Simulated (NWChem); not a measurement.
System meant: C5H5, doublet; SMILES [C]1CC=CC=1

Input file for NWChem:

```
start job
memory heap 200 mb stack 900 mb global 1100 mb
geometry units angstroms noautoz
  C     -1.232163    -0.122184     0.000000
  C     -0.443917    -1.204429     0.000000
  C      0.942056    -0.700878     0.000000
  C      0.945125     0.650570     0.000000
  C     -0.473972     1.154154     0.000000
  H     -0.736007    -2.255322     0.000000
  H      1.825857    -1.343083     0.000000
  H      1.821552     1.300750     0.000000
  H     -0.697606     1.776995    -0.884825
  H     -0.697606     1.776995     0.884825
end
basis spherical
  * library def2-svp
end
dft
  odft
  mult 3
  xc pbe0
  iterations 150
  mulliken
end
task dft energy
```

End of the output:

```
 Summary of "ao basis" -> "" (spherical)
 ------------------------------------------------------------------------------
       Tag                 Description            Shells   Functions and Types
 ---------------- ------------------------------  ------  ---------------------
 *                          def2-svp                  on all atoms

                                 NWChem DFT Module
                                 -----------------

 Summary of "ao basis" -> "ao basis" (spherical)
 ------------------------------------------------------------------------------
       Tag                 Description            Shells   Functions and Types
 ---------------- ------------------------------  ------  ---------------------
 C                          def2-svp                 6       14   3s2p1d
 H                          def2-svp                 3        5   2s1p

 Summary of "ao basis" -> "ao basis" (spherical)
 ------------------------------------------------------------------------------
       Tag                 Description            Shells   Functions and Types
 ---------------- ------------------------------  ------  ---------------------
 C                          def2-svp                 6       14   3s2p1d
 H                          def2-svp                 3        5   2s1p

      Symmetry analysis of basis
      --------------------------

        a'         67
        a"         28

  number of electrons :                   35
  multiplicity        :                    3
 ------------------------------------------------------------------------
  no. of electrons and multiplicity not compatible                  35
 ------------------------------------------------------------------------
 ------------------------------------------------------------------------
  current input line :
    25: task dft energy
 ------------------------------------------------------------------------
 ------------------------------------------------------------------------
 There is an error in the input file
 ------------------------------------------------------------------------
 For more information see the NWChem manual at https://nwchemgit.github.io

0: no. of electrons and multiplicity not compatible:Received an Error in Communication
```

Task: Find the fault in this run and fix the input.

Result: The input was rejected before any calculation. Cause: the multiplicity doesn't fit the number of electrons (an even count wants an odd multiplicity, and the reverse). This input runs:
```
start job
memory heap 200 mb stack 900 mb global 1100 mb
geometry units angstroms noautoz
  C     -1.232163    -0.122184     0.000000
  C     -0.443917    -1.204429     0.000000
  C      0.942056    -0.700878     0.000000
  C      0.945125     0.650570     0.000000
  C     -0.473972     1.154154     0.000000
  H     -0.736007    -2.255322     0.000000
  H      1.825857    -1.343083     0.000000
  H      1.821552     1.300750     0.000000
  H     -0.697606     1.776995    -0.884825
  H     -0.697606     1.776995     0.884825
end
basis spherical
  * library def2-svp
end
dft
  odft
  mult 2
  xc pbe0
  iterations 150
  mulliken
end
task dft energy
```
It converges to -193.03693 Ha (PBE0/def2-SVP, spin-unrestricted).
